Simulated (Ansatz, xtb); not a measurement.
## Two isomers of C4H4BFSe

Structure X: `Bc1[se]ccc1F`, a singlet. Structure Y: `Bc1cc(F)c[se]1`, a singlet. Both are isolated molecules in the gas phase, relaxed with B3LYP-D3(BJ)/def2-SVP; the shapes shown needn't be the lowest conformers.

X (Å):

```yaml
atoms:
  - { symbol: C, position_ang: [-0.3959, 0.6291, 0.7303] }
  - { symbol: C, position_ang: [1.0913, 0.6124, -1.4218] }
  - { symbol: C, position_ang: [-0.2459, 0.4109, -1.6660] }
  - { symbol: C, position_ang: [-1.0351, 0.4235, -0.4861] }
  - { symbol: B, position_ang: [-0.9877, 0.6890, 2.1238] }
  - { symbol: F, position_ang: [-2.3501, 0.2412, -0.5674] }
  - { symbol: Se, position_ang: [1.4556, 0.8401, 0.3850] }
  - { symbol: H, position_ang: [-2.1744, 0.5468, 2.2765] }
  - { symbol: H, position_ang: [-0.2775, 0.8782, 3.0807] }
  - { symbol: H, position_ang: [1.8836, 0.6431, -2.1696] }
  - { symbol: H, position_ang: [-0.6766, 0.2555, -2.6560] }
```

Y (Å):

```xyz
11

C    -0.7414    0.9159    0.5004
C     0.5081    0.4105    0.1691
C     0.5977   -0.1741   -1.1171
C    -0.5547   -0.1673   -1.8696
B    -1.1812    1.6006    1.7842
F     1.7416   -0.6997   -1.5654
Se   -1.9416    0.6375   -0.9405
H    -2.3151    1.9889    1.9226
H    -0.3784    1.7537    2.6724
H     1.3621    0.4580    0.8476
H    -0.6599   -0.5734   -2.8745
```

Energies in hartree; the thermal terms are from GFN2-xTB frequencies at re-optimised GFN2-xTB minima (ideal gas, soft modes damped towards free rotors, one conformer each, 298.15 K, 1 atm) and include the zero-point energy:

|  | X | Y |
| --- | --- | --- |
| E, CCSD(T)/def2-SVP | −2678.300638 | −2678.297252 |
| E, MP2/def2-SVP | −2678.230086 | −2678.227069 |
| E, MP2/def2-TZVPP | −2679.079511 | −2679.077660 |
| zero-point energy | 0.066141 | 0.065997 |
| H(298 K) − E | 0.074172 | 0.074041 |
| G(298 K) − E | 0.034286 | 0.034116 |

Question: Correct the CCSD(T) difference for the basis set by the MP2 change, then work out ΔE, ΔE₀, ΔH and ΔG for X → Y in kJ/mol (1 Eh = 2625.50 kJ/mol) and the equilibrium ratio [Y]/[X].

Answer: 1. Differences Y − X: CCSD(T) +0.003386, MP2 in the small set +0.003017, MP2 in the large set +0.001851 Eh.
2. ΔE = +0.003386 + (+0.001851 − (+0.003017)) = +0.002220 Eh = +5.83 kJ/mol.
3. ΔE₀ = ΔE + ΔZPE = +0.002220 + (−0.000144) Eh = +5.45 kJ/mol.
4. ΔH = ΔE + (−0.000131) Eh = +5.48 kJ/mol.
5. ΔG = ΔE + (−0.000170) Eh = +5.38 kJ/mol, so ΔS = (ΔH − ΔG)/T = +0.3 J/(mol K).
6. kT = 0.9442 mEh, so K = [Y]/[X] = exp(−ΔG/kT) = exp(−2.17) ≈ 0.11.

Structure X is favoured at this temperature. An error of 4 kJ/mol in ΔG would change K by a factor of 5. Mirror images and further conformers aren't counted.

As drawn, both hold the same kinds of bond in the same numbers.

Other levels gave ΔE = +3.2 (GFN2-xTB); +14.7 (HF/STO-3G, GFN2-xTB geometries); +10.2 (r2SCAN-D4/def2-SVP, GFN2-xTB geometries); +8.8 (B3LYP-D3(BJ)/def2-SVP); +11.1 (HF/def2-SVP); +7.9 (MP2/def2-SVP); +8.9 (CCSD(T)/def2-SVP) kJ/mol. The correlated steps freeze 15 core orbitals; the filled d shell of Se is correlated, in a basis made for valence electrons. Programs: Ansatz 0.2.0, xtb 6.7.1.
